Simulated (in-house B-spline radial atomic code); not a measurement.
## RPA and G0W0 on wB97X: Xe7+

Configuration [Kr] 4d10 5s1, highest spin, mean-field start wB97X. Computed with a B-spline radial code for spherical atoms: all electrons, scalar-relativistic (spin-free one-electron X2C), finite nucleus, each spin shell either full or empty, empty states to l = 9 with an (l + 1/2)⁻⁴ tail; G0W0 by contour deformation at full frequency.

Command:
```bash
python run_gw.py task.json out
```
Settings (radii: box in bohr, nucleus in fm):
```
Z                        54
electrons                47
configuration            [Kr] 4d10 5s1
hamiltonian              x2c
method                   wb97x
lmax                     9
rms_radius               4.7859
spin_polarised           True
box_radius               8.41
intervals                66
ion_configuration        [Kr] 4d10
```

Time taken, with all properties: 9.6 s on 1 thread of Arm Neoverse V1, with other jobs on the host.

Energies (hartree):

```tsv
term	value
mean-field total	-7435.13421
Hartree-Fock functional on these orbitals	-7432.09915
direct second order	-4.1431
second-order exchange	1.1464
SOSEX correction	1.0836
```

(1) What is the RPA correlation energy, and what remains with SOSEX?

Quasi-particle levels (eV):

```
  level  occupied  mean field  Σx - vxc     Σc  QP weight     G0W0
  5s up       yes     -103.86     -0.52      ?          ?        ?
4d down       yes     -156.44     -6.82   0.14      0.968  -163.11
  4d up       yes     -156.69     -6.97   0.21      0.958  -163.45
5s down        no      -92.86      3.91  -2.90      0.975   -91.86
```

G0W0 = mean field + (Σx - vxc) + Σc, with Σc (partial-wave tail included) taken at the quasi-particle energy. Only the outer levels were computed. Levels of low weight are left out.

(2) Where does G0W0 put 5s up?

(3) What does it cost to remove one electron (to [Kr] 4d10) by differences of total energies, each species on its own start (correlation terms add to the Hartree-Fock functional)?

## Answers

(1) RPA gives -3.7281 hartree (-2.16 eV per electron); RPA + SOSEX gives -2.6445, and the second-order doubles -2.9966 hartree (no singles). SOSEX takes back 29 % of the RPA value.

(2) At -106.66 eV, with Σc = -2.28 eV and a quasi-particle weight of 0.980. The tabulated removal energy is 105.978 ± 0.0025 eV (NIST, measured); the calculation leaves out spin-orbit coupling, Breit and QED terms, and what these don't explain is the method's own error.

(3) wB97X 105.46 eV, Hartree-Fock functional 104.20 eV, + RPA 106.40 eV, + RPA + SOSEX 105.77 eV, + second order 106.62 eV. Tabulated: 105.978 ± 0.0025 eV (NIST, measured); the calculation leaves out spin-orbit coupling, Breit and QED terms, and what these don't explain is the method's own error.
